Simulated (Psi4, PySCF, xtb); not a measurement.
Relaxed torsion scan: terpyridine, SMILES c1nc(ccc1)-c1nc(-c2ncccc2)ccc1. Scanned: dihedral N16–C5–C4–N17; all other coordinates were relaxed at GFN2-xTB. Points at φ and −φ are mirror images. Heavy atoms are numbered in the order of the SMILES c1ccc(-c2cccc(-c3ccccn3)n2)nc1, hydrogens after them in the order of the atoms that carry them; the mirror image has the same energies with the sign of each dihedral reversed. Each profile is relative to its own lowest point.

```json
[
 {"φ / °": "-150", "A": "1.3", "B": "1.6", "C": "1.7"},
 {"φ / °": "-120", "A": "4.6", "B": "5.7", "C": "6.1"},
 {"φ / °": "-90", "A": "6.8", "B": "8.7", "C": "9.4"},
 {"φ / °": "-60", "A": "6.0", "B": "7.8", "C": "8.0"},
 {"φ / °": "-30", "A": "4.7", "B": "7.4", "C": "6.4"},
 {"φ / °": "0", "A": "4.6", "B": "8.5", "C": "6.8"},
 {"φ / °": "30", "A": "4.7", "B": "7.4", "C": "6.4"},
 {"φ / °": "60", "A": "6.0", "B": "7.8", "C": "8.0"},
 {"φ / °": "90", "A": "6.8", "B": "8.7", "C": "9.4"},
 {"φ / °": "120", "A": "4.6", "B": "5.7", "C": "6.1"},
 {"φ / °": "150", "A": "1.3", "B": "1.6", "C": "1.7"},
 {"φ / °": "180", "A": "0.0", "B": "0.0", "C": "0.0"}
]
```

Energies in kcal/mol.

Q: Which curve belongs to which method? The methods are GFN1-xTB // GFN2-xTB (xtb); PBE-D3(BJ)/def2-SVP // GFN2-xTB (Psi4); PySCF with restricted B3LYP/LANL2DZ, density fitting // GFN2-xTB.

A: A is GFN1-xTB; B is RKS-B3LYP/LANL2DZ; C is PBE-D3(BJ)/def2-SVP.
